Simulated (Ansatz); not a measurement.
Reaction (ligand exchange at a B–Se bond): `FB(F)[SeH]` + H₂S → `FB(F)S` + H₂Se

Computed with Ansatz on PBE0-D4/def2-TZVP structures; ΔE is electronic, products minus reactants. CBS: MP2 limit from def2 TZ/QZ plus the TZ coupled-cluster correction, frozen cores. This one scheme is used for every species. DFT in def2-TZVPP. For Se outer-core shells are correlated without core-valence functions, which leaves a few kJ/mol of doubt a bond. Scalar relativity is left out up to krypton. Each species was taken in one conformer, which may not be the lowest.

`FB(F)[SeH]`:

Cartesian coordinates in Å:
```
F -1.610 0.783 0.455
B -0.389 0.306 0.331
F 0.471 0.528 1.303
Se 0.075 -0.693 -1.267
H 1.453 -0.923 -0.822
```

H₂S:

Cartesian coordinates in Å:
```
S -0.429 0.368 -0.254
H 0.883 0.502 -0.007
H -0.454 -0.870 0.261
```

`FB(F)S`:

Cartesian coordinates in Å:
```
F -1.594 0.466 0.686
B -0.506 -0.068 0.168
F -0.521 -1.354 -0.125
S 0.935 0.974 -0.113
H 1.687 -0.018 -0.615
```

H₂Se:

Z-matrix (Å, degrees):
```
Se
H 1 1.467
H 1 1.467 2 91.2
```

```csv
level,ΔE (kcal/mol),difference from CCSD(T)/CBS
PBE-D4,-2.0,-0.6
BLYP-D4,-2.0,-0.6
B97M-V,-3.0,-1.6
CAM-B3LYP-D4,-2.4,-1.0
BLYP,-2.2,-0.8
r2SCANh,-2.2,-0.8
BHLYP,-2.4,-1.0
RPA@PBE/def2-TZVPP,-1.3,0.1
CCSD/def2-TZVPP,-1.6,-0.2
MP2/def2-QZVPP,-1.2,0.2
CCSD(T)/CBS,-1.4,0
```

Largest T1 diagnostic among the species: 0.013.

At CCSD(T), def2-SVP lies −2.2 kcal/mol from the extrapolated value and def2-TZVPP −0.2 kcal/mol. In def2-TZVPP, CCSD(T) changes the Hartree–Fock value by +0.9 kcal/mol (the triples alone add +0.0 kcal/mol) and MP2 by +1.2 kcal/mol.
